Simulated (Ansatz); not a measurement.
Born–Oppenheimer molecular dynamics of CH4ClNOSi (9 atoms, charge 0, multiplicity 1). It starts at the highest image of a converged band, a first-order saddle point between two minima.

Level of theory: RKS BLYP/cc-pVDZ in Ansatz.

```yaml
ensemble: NVE (velocity Verlet)
time_step: 0.5 fs
steps_asked: 200
starting_velocities_drawn_for: 100 K
seed: 9258
```

First frame:

```xyz
9
Properties=species:S:1:pos:R:3
N 0.974 0.852 -1.087
Si 0.125 -0.333 -0.161
Cl 0.429 -2.172 -1.120
C -0.156 -0.110 1.645
O -1.586 -0.210 0.237
H 0.874 1.836 -0.817
H 1.040 0.748 -2.104
H -1.377 0.415 1.185
H -0.234 -1.072 2.204
```

**Question.** How far do the bonds stretch over the last three quarters of this one trajectory? (Pairs bonded in most of those frames.)

**Answer.** 
```json
{"bond": "N1–Si2", "mean (Å)": "1.737", "spread (Å)": "0.026", "shortest": "1.70", "longest": "1.79"}
{"bond": "N1–H6", "mean (Å)": "1.028", "spread (Å)": "0.005", "shortest": "1.02", "longest": "1.04"}
{"bond": "N1–H7", "mean (Å)": "1.028", "spread (Å)": "0.004", "shortest": "1.02", "longest": "1.04"}
{"bond": "Si2–Cl3", "mean (Å)": "2.112", "spread (Å)": "0.066", "shortest": "2.03", "longest": "2.24"}
{"bond": "Si2–C4", "mean (Å)": "1.852", "spread (Å)": "0.058", "shortest": "1.75", "longest": "1.94"}
{"bond": "Si2–O5", "mean (Å)": "1.731", "spread (Å)": "0.093", "shortest": "1.58", "longest": "1.87"}
{"bond": "C4–O5", "mean (Å)": "1.666", "spread (Å)": "0.120", "shortest": "1.46", "longest": "1.86"}
{"bond": "C4–H8", "mean (Å)": "1.146", "spread (Å)": "0.071", "shortest": "1.00", "longest": "1.29"}
{"bond": "C4–H9", "mean (Å)": "1.134", "spread (Å)": "0.065", "shortest": "1.01", "longest": "1.28"}
```

Mean temperature of the second half: 1433 K. The conserved energy stayed within 0.55 meV per atom of its start (net change -0.059 meV per atom), so the integration is sound. The kinetic energy rose, since the run started high on the potential surface and went downhill. A run of 0.1 ps of so small a system gives no equilibrium averages. The orbitals stay closed-shell, which can raise the energy where a bond breaks towards radicals; this wasn't checked here.

Time of the run: 10 min on 2 threads of Arm Neoverse N1, with other jobs on the host, peak memory 0.15 GiB.
